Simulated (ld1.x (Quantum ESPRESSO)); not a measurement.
How hard is this krypton (Kr) TM potential?

```
Element                 : krypton (Kr)
Generator               : ld1.x (Quantum ESPRESSO) 7.5
Type                    : norm-conserving Troullier–Martins (Kleinman–Bylander form)
Functional              : LDA (PZ)
Relativity              : non-relativistic
Frozen core             : [Ar] 3d10
Valence charge          : 8
Reference configuration : 4s2 4p6
Partial waves           : 4s (bound): rc 1.30 bohr; 4d channel at 0.25 Ry: rc 1.30 bohr; 4p (bound): rc 1.25 bohr
Local potential         : the p channel
Core correction         : none
```

The pseudo-atom Hamiltonian at the reference potential is diagonalised in spherical Bessel functions j_l(qr) that vanish at 20 bohr, with q² up to the cutoff. All-electron valence levels (Ry): 4s -1.6410, 4p -0.6928.

Question: How do the lowest levels (Ry) of each channel move with the cutoff, and are there ghosts?

Answer:

```tsv
cutoff (Ry)	s #1	s #2	d #1	d #2	p #1	f #1	Σ f·Δε (mRy)
8	-1.3082	-0.0089	0.0748	0.1610	-0.6561	0.1195	885.9
12	-1.5041	-0.0186	0.0747	0.1603	-0.6661	0.1195	433.8
18	-1.6131	-0.0253	0.0747	0.1602	-0.6689	0.1195	198.9
30	-1.6288	-0.0267	0.0747	0.1600	-0.6727	0.1195	144.8
40	-1.6331	-0.0268	0.0747	0.1598	-0.6750	0.1195	122.2
50	-1.6384	-0.0270	0.0747	0.1597	-0.6823	0.1195	67.9
60	-1.6401	-0.0272	0.0747	0.1595	-0.6880	0.1195	30.2
80	-1.6404	-0.0272	0.0745	0.1580	-0.6917	0.1195	7.6
110	-1.6409	-0.0272	-1.1807	0.0748	-0.6922	0.1195	3.8
140	-1.6409	-0.0272	-1.6861	0.0748	-0.6926	0.1195	0.9
180	-1.6410	-0.0272	-1.8751	0.0748	-0.6927	0.1195	0.6
400	-1.6410	-0.0272	-1.9018	0.0748	-0.6928	0.1195	0.0
```

Result: ghost state, extra bound levels that the all-electron valence spectrum of the same l lacks: d at -25.9 eV (a true bound ghost makes a file unfit for plane-wave use); 10 mRy is reached at 80 Ry and 1 mRy at 140 Ry.
